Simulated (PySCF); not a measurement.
Ionisation energy of Kr by level of theory

Kr [Kr] (1S) → Kr⁺ [Ar] 3d10 4s2 4p5 (2P), as a difference of total energies. All numbers are calculated (PySCF 2.14, scalar relativity by spin-free X2C-1e, in jorge-DZP-DKH). Correlated levels: valence: [Ar] 3d10 frozen. The calculations carry no spin-orbit coupling.

```tsv
method	ionisation energy (eV)
UHF	13.213
BP86	14.210
PBE	14.047
MP2 (valence)	13.439
SCS-MP2 (valence)	13.418
CCSD (valence)	13.439
CCSD(T) (valence)	13.442
```

Question: How much does correlation contribute at CCSD(T) (valence)?

Answer: 13.442 − (13.213) = 0.229 eV, measured against UHF.

Errors of the correlated levels include the incompleteness of this basis and the frozen core.

For comparison: 14.222 eV (measured; NIST levels, between the centres of gravity of the two terms).
